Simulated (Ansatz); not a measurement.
A run for Ansatz (a quantum-chemistry and plane-wave program): R-CCSD(T)/cc-pV(T+d)Z on CH2Cl2Si (SMILES C=[Si](Cl)Cl). The basis file is the Basis Set Exchange's JSON of that set.

Ansatz 0.2 input:
```yaml
crystal:
  periodic: [false, false, false]
  atoms:
    - {symbol: C, position_ang: [-1.03592833, -0.07848295, -0.07676945]}
    - {symbol: Si, position_ang: [0.63938037, 0.04866291, 0.04736706]}
    - {symbol: Cl, position_ang: [1.90363998, -1.52418089, 0.26093206]}
    - {symbol: Cl, position_ang: [1.67135647, 1.79537217, 0.00504552]}
    - {symbol: H, position_ang: [-1.65420213, 0.80044790, -0.18904202]}
    - {symbol: H, position_ang: [-1.52434636, -1.04181913, -0.04743317]}
basis:
  gaussian:
    orbitals: cc-pV_T+d_Z.json
magnetization: {spin_polarized: false}
correlation: {method: ccsd_t, electrons: outside_noble_gas}
scf: {lower_state_search: off}
```

Program output:

```
WARN ansatz: RAYON_NUM_THREADS=4 ignored (pool sized by the plan → 4); use --threads N
Functional definition: HF
these checks for a lower state are left out or cut short: stability, starts, cluster_reference, orbital_swaps, neighbouring_geometries, increment
integrals: 0.55 GiB planned
1044 factors; integrals over basis functions are off by at most 1.4e-3 eV
mean field: 0.62 GiB planned
mean field evaluation 1: about -33931.4182 eV, gradient 3.4e1 eV
mean field evaluation 2: about -33931.6347 eV, gradient 3.4e1 eV
mean field evaluation 4: about -33934.6791 eV, gradient 2.9e0 eV
mean field evaluation 8: about -33934.7492 eV, gradient 3.8e-1 eV
mean field evaluation 16: about -33934.7506 eV, gradient 1.8e-6 eV
mean field -33934.75057016 eV, -1247.0790816535 hartree, gradient 1.8e-6 eV, S^2 0.000000; 0 other end points of the search recorded, 0 dependent functions left out
16 core orbitals not correlated
reference -33934.75057016 eV, -1247.0790816535 hartree; 12, 12 occupied and 147, 147 virtual orbitals, 1044 factors
second order -17.79536374 eV of doubles, -0.00000000 eV of singles
coupled cluster: 1.41 GiB planned
cycle   1  -18.51474983 eV  change   -7.2e-1 eV  update   8.9e-2
cycle   2  -18.93106200 eV  change   -4.2e-1 eV  update   2.7e-2
cycle   3  -19.01861056 eV  change   -8.8e-2 eV  update   1.3e-2
cycle   4  -19.00977892 eV  change    8.8e-3 eV  update   3.5e-3
cycle   5  -19.00928304 eV  change    5.0e-4 eV  update   1.5e-3
cycle   6  -19.00949900 eV  change   -2.2e-4 eV  update   4.9e-4
cycle   7  -19.00949759 eV  change    1.4e-6 eV  update   1.7e-4
cycle   8  -19.00956738 eV  change   -7.0e-5 eV  update   6.9e-5
cycle   9  -19.00956149 eV  change    5.9e-6 eV  update   2.0e-5
perturbative correction -0.89801196 eV, -0.0330013309 hartree
Total energy: -33954.65814362 eV, -1247.8106714841 hartree
Checks for a lower state left out: stability, starts, cluster_reference, orbital_swaps, neighbouring_geometries, increment
```

The run converged.

Cost: very roughly 40 core-seconds.
